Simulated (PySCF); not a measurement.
**Two-photon absorption: SMILES ClC1=C/C=C\C=C/C=C\1, C8H7Cl**

Geometry:
```csv
atom,x (Å),y (Å),z (Å)
Cl1,3.564,0.305,1.551
C2,2.119,0.080,0.595
C3,1.618,-1.155,0.450
C4,0.460,-1.515,-0.374
C5,-0.776,-0.996,-0.302
C6,-1.249,0.051,0.611
C7,-0.729,1.278,0.778
C8,0.422,1.846,0.070
C9,1.654,1.328,-0.026
H10,2.160,-1.979,0.926
H11,0.618,-2.355,-1.061
H12,-1.548,-1.447,-0.938
H13,-2.174,-0.183,1.152
H14,-1.261,1.968,1.444
H15,0.258,2.832,-0.382
H16,2.431,1.903,-0.543
```

Computed with PySCF 2.14.0, TDDFT CAM-B3LYP/aug-cc-pVDZ excited states, vertical, gas phase. Geometry: PBE0-D3(BJ)/def2-SVP.

How strongly do the lowest singlets absorb one photon, and two photons of half the energy?

δ for parallel linear polarisation; σ at the peak of a Lorentzian of half width 0.1 eV, single beam; Ω is circular over linear.
```
state  E (eV)      f  photon λ (nm)  δ (au)  σ (GM)     Ω                                main
   S1    3.70  0.002            670     5.3    0.03  0.57                      HOMO→LUMO 0.99
   S2    5.35  0.008            463    24.1    0.25  0.78  HOMO−1→LUMO 0.51, HOMO→LUMO+3 0.16
   S3    5.46  0.016            454    17.7    0.19  0.95  HOMO−2→LUMO 0.26, HOMO→LUMO+5 0.19
   S4    5.63  0.005            440     248    2.88  0.12                    HOMO→LUMO+1 0.85
   S5    5.91  0.281            419    74.1    0.95  1.50  HOMO→LUMO+2 0.39, HOMO−1→LUMO 0.27
   S6    5.97  0.198            415    28.3    0.37  1.27  HOMO−2→LUMO 0.55, HOMO→LUMO+2 0.12
```

Among these, the strongest one-photon state is S5, the strongest two-photon state S4, with a dipole change of 4.7 D (relaxed, norm of the difference vector).
